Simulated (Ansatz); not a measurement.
CH4InNSe, SMILES `N=[C]([SeH])[InH2]`, 8 atoms. Charge 0, multiplicity 1. Correlated methods include outer-core shells of In, Se, which these sets cover unevenly. Scalar relativity is left out up to krypton. In: def2 effective core potential. All runs use 4 threads of an Intel Xeon Platinum 8488C on a shared host. Correlated methods freeze the cores.

Question: How many basis functions does each run have, and how long does it take in Ansatz? RKS B3LYP-D4/def2-TZVPP energy and forces; RKS PBE0-D4/def2-TZVP frequencies; RKS ωB97M-V/def2-SVP energy; RKS ωB97M-V/def2-QZVPP energy; RHF-CCSD(T)/def2-SVP energy; RHF-MP2/def2-QZVPP energy; RKS PBE0-D4/def2-SVP energy; RKS B97M-V/def2-TZVPP energy; RKS revPBE-D4/def2-TZVPP energy; RKS PBE0-D4/def2-TZVP relaxation (12 steps); RKS PBE0-D4/def2-TZVPP energy; direct RPA on PBE orbitals/def2-TZVPP energy. (Estimate.)

Answer: Ansatz gave: Other jobs shared the machine, so times are rough.

```json
{"level": "RKS revPBE-D4/def2-TZVPP", "job": "energy", "functions": "216", "wall time": "1.3 s", "peak host memory (GiB)": "0.29"}
{"level": "RKS PBE0-D4/def2-SVP", "job": "energy", "functions": "106", "wall time": "1.5 s", "peak host memory (GiB)": "0.45"}
{"level": "RKS B3LYP-D4/def2-TZVPP", "job": "energy and forces", "functions": "216", "wall time": "3 s", "peak host memory (GiB)": "0.66"}
{"level": "RKS ωB97M-V/def2-SVP", "job": "energy", "functions": "106", "wall time": "3.2 s", "peak host memory (GiB)": "0.45"}
{"level": "RKS PBE0-D4/def2-TZVPP", "job": "energy", "functions": "216", "wall time": "3.4 s", "peak host memory (GiB)": "0.67"}
{"level": "RKS B97M-V/def2-TZVPP", "job": "energy", "functions": "216", "wall time": "4.9 s", "peak host memory (GiB)": "0.38"}
{"level": "RHF-CCSD(T)/def2-SVP", "job": "energy", "functions": "106", "wall time": "5.5 s", "peak host memory (GiB)": "0.55"}
{"level": "direct RPA on PBE orbitals/def2-TZVPP", "job": "energy", "functions": "216", "wall time": "5.5 s", "peak host memory (GiB)": "0.56"}
{"level": "RKS ωB97M-V/def2-QZVPP", "job": "energy", "functions": "405", "wall time": "14 s", "peak host memory (GiB)": "1.8"}
{"level": "RHF-MP2/def2-QZVPP", "job": "energy", "functions": "405", "wall time": "16 s", "peak host memory (GiB)": "2.1"}
{"level": "RKS PBE0-D4/def2-TZVP", "job": "relaxation (12 steps)", "functions": "184", "wall time": "36 s", "peak host memory (GiB)": "0.54"}
{"level": "RKS PBE0-D4/def2-TZVP", "job": "frequencies", "functions": "184", "wall time": "92 s", "peak host memory (GiB)": "0.54"}
```

B3LYP here is the variant with VWN-RPA as its local correlation; programs differ in this.
